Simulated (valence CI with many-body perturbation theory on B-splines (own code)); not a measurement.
Sensitivity of CI+MBPT for Gd LIX

Calculated by configuration interaction combined with many-body perturbation theory (CI+MBPT): four valence electrons over a frozen Dirac-Fock core [He], a basis of 6 s, 6 p, 5 d, 3 f, 1 g functions for each j, with the one-electron correlation potential Σ1 (screened to all orders), the two-electron term Σ2, the three-electron term Σ3, Breit, model QED; selected single and double excitations, second order for the rest, scaled by the run's own slope (own B-spline code, finite nucleus).

The last digits are not significant, and no measured levels were compared; by estimate large intervals hold to a few tenths of a per cent, small ones and those within an open d or f shell to about a per cent.

The reference run has the lowest level (2s^2 2p1/2^2) J=0 and an ionisation energy of 13184.9 eV. Its largest variational space holds 9604 state functions.

Levels are named by their leading jj configuration (3d3/2^4 stands for four electrons in 3d with j = 3/2), which in mixed levels can hold well under half, so a name can repeat and another be missing. Letters in brackets count levels of one name in rising energy.

Changed runs:
A. averaging of valence orbitals over low configurations on → off
B. scale of Σ1 1 → 0; scale of Σ2 1 → 0; three-electron term on → off
C. Breit term on → off; QED terms on → off
D. box radius (bohr) 0.98929 → 0.57 (bad on purpose)

Excitation energies of the reference run in cm⁻¹, and shifts in cm⁻¹:

```
                     Level  Reference        A      B        C        D
    (2s^2 2p1/2 2p3/2) J=1    5832780      -18   -889   +84776     -1.2
    (2s^2 2p1/2 2p3/2) J=2    5973640      -21   -921  +126840     -3.3
    (2s 2p1/2^2 2p3/2) J=2    7767310      +71  +3009  +112629     -1.7
    (2s 2p1/2^2 2p3/2) J=1    8361340      +74  +4894   +97511     +5.0
        (2s^2 2p3/2^2) J=2   11945000      -15  -2012  +187917     +7.0
        (2s^2 2p3/2^2) J=0   12358100      +32  -2202  +142797      +24
(2s 2p1/2 2p3/2^2) J=2 [a]   13412600      +50  +1430  +183867     -0.8
    (2s 2p1/2 2p3/2^2) J=3   13740700      +47  +1925  +247251      -11
    (2s 2p1/2 2p3/2^2) J=0   14133700      +90  +1625  +151412      +28
(2s 2p1/2 2p3/2^2) J=1 [a]   14286100      +53  +4292  +178473     +5.5
(2s 2p1/2 2p3/2^2) J=2 [b]   14367300      +45  +3974  +219488     -2.3
(2s 2p1/2 2p3/2^2) J=1 [b]   14395100      +89  +2934  +174064      +22
    Ionisation energy (eV)    13184.9  -0.0054  -0.32    +23.8  -0.0032
```
